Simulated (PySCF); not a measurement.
H₅AsSi, charge +1, doublet, geometry from GFN2-xTB (a state made from the parent by changing its charge; the spin is typed, not shown lowest), with bond 4-1 at 1.8 times its length. Base run: CASSCF(3,5)/STO-3G (PySCF).

Here is a job for PySCF.
```python
from pyscf import gto, scf, mcscf
import numpy

mol = gto.M(
    atom='''
Si   -1.70578597    0.09693792    0.27171974
As    0.82303552   -0.03022334   -0.18686976
H    -2.20519322   -0.78724594   -0.78498985
H    -2.08428102    2.69260009   -0.01503738
H    -1.71599357   -0.43098508    1.64437696
H     1.17568006   -1.36070560    0.39024618
H     1.38239940    0.68020367    1.00058207
''',
    basis='sto-3g',
    charge=1,
    spin=1,
    verbose=4,
)

mf = scf.ROHF(mol)
mf.kernel()
mc = mcscf.CASSCF(mf, 5, 3)
mc.fix_spin_(ss=0.75)
mc.kernel()
occ = numpy.linalg.eigvalsh(mc.fcisolver.make_rdm1(mc.ci, mc.ncas, mc.nelecas))[::-1]
ss = mc.fcisolver.spin_square(mc.ci, mc.ncas, mc.nelecas)[0]
print('natural occupations', occ.round(4), ' <S^2>', round(ss, 4))
```

Variants of this job, named by their change:

```
change                                            ΔE vs base (mEh)            natural occupations  <S^2> of the state        outcome
------------------------------------------------  ----------------  -----------------------------  ------------------  -------------
base                                                         0.000       1.55 1.00 0.45 0.00 0.00                0.75      converged
solver = newton                                              0.000       1.55 1.00 0.45 0.00 0.00                0.75      converged
correction = SC-NEVPT2                                     -60.191       1.55 1.00 0.45 0.00 0.00                0.75      converged
fix_spin_ = off                                              0.000       1.55 1.00 0.45 0.00 0.00                0.75      converged
active space = 5 electrons, 6 orbitals                     -17.916  1.97 1.55 1.00 0.45 0.03 0.00                0.75      converged
active space = 7 electrons, 6 orbitals                      -9.485  2.00 1.98 1.55 1.00 0.45 0.02                0.75      converged
orbitals = fixed (CASCI)                                    38.999       1.62 1.00 0.37 0.01 0.00                0.75      converged
active space = 9 electrons, 7 orbitals                           -                              -                   -  not converged
conv_tol = 1e-5                                              0.059       1.55 1.00 0.45 0.00 0.00                0.75      converged
orbitals = fixed (CASCI); correction = SC-NEVPT2           -50.439       1.62 1.00 0.37 0.01 0.00                0.75      converged
active space = 7 electrons, 5 orbitals                       0.107       2.00 2.00 1.55 1.00 0.45                0.75      converged
```

Active orbitals are taken around the Fermi level unless the row says otherwise; CASSCF can end in different local minima, and two programs can end on different orbitals. State-averaged rows give the lowest state.

Open shells are given as the SCF converged; they aren't shown to be the lowest states, and a large step between rows can be another state.
